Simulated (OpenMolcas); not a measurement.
# C2+: effect of the active space

```yaml
Program: OpenMolcas 26.06
Method: MS-CASPT2, IPEA 0.25 Eh, imaginary shift 0.1 Eh
Basis: ANO-R1
Scalar_Hamiltonian: X2C, finite nucleus
Spin-orbit_coupling: state interaction with AMFI integrals over the reference wave functions, term energies averaged over their components
```

A. 2 electrons in 4 orbitals (2s 2p); 2S+1 = 3 even, 3 roots; 2S+1 = 1 even, 7 roots; 2S+1 = 3 odd, 3 roots; 2S+1 = 1 odd, 3 roots; closed shells correlated: 1s; CASPT2 step roughly 1.4 core-seconds
B. 2 electrons in 8 orbitals (2s 2p 3s 3p); 2S+1 = 3 even, 3 roots; 2S+1 = 1 even, 7 roots; 2S+1 = 3 odd, 3 roots; 2S+1 = 1 odd, 3 roots; closed shells correlated: 1s; CASPT2 step of the order of 2.8 core-seconds

Energies in cm-1 above 2s2 1S0, the measured ground level; measured values from Moore, Selected Tables of Atomic Spectra, NSRDS-NBS 3, section 3.

| Level | A | B | Measured |
| --- | --- | --- | --- |
| 2s2 1S0 | 0.0 | 0.0 | 0.0 |
| 2s 2p 3P* 0 | 53007 | 53085 | 52367 |
| 2s 2p 3P* 1 | 53032 | 53110 | 52391 |
| 2s 2p 3P* 2 | 53082 | 53160 | 52447 |
| 2s 2p 1P* 1 | 107342 | 107228 | 102352 |
| 2p2 3P0 | 139420 | 139481 | 137426 |
| 2p2 3P1 | 139445 | 139505 | 137454 |
| 2p2 3P2 | 139494 | 139554 | 137502 |
| 2p2 1D2 | 150628 | 150463 | 145876 |
| 2p2 1S0 | 189334 | 188510 | 182520 |

Deviations, from unrounded energies. A percentage is the sum of absolute deviations over the sum of measured energies, with the sign that they share, or ± where signs differ.

| Against measurement | Levels | A | B |
| --- | --- | --- | --- |
| mean absolute deviation (cm-1) | 9 | 2700 | 2600 |
| other configurations (%) | 9 | +2.4 | +2.4 |

A, B lie about equally close to measurement. The largest miss of B in the table is 2p2 1S0, by +6000 cm-1. The ranking rests on the paired levels alone, and a cruder setting can come out closer through cancelling errors.

Between A and B the level of the table that moves most is 2p2 1S0, by 820 cm-1 (lowest in B, highest in A).

Active for correlation alone: 3p 3s; no level in the range computed is led by a configuration that fills them, so any true level of that kind is missing (holds for B). Computed and measured levels are paired by configuration, term and J; levels that our copy of the source lacks, or whose pairing is in doubt (as where it misses far off the trend of its configuration), stay unpaired and out of the deviations. Levels of configurations outside the active space are missing.

* marks odd parity.
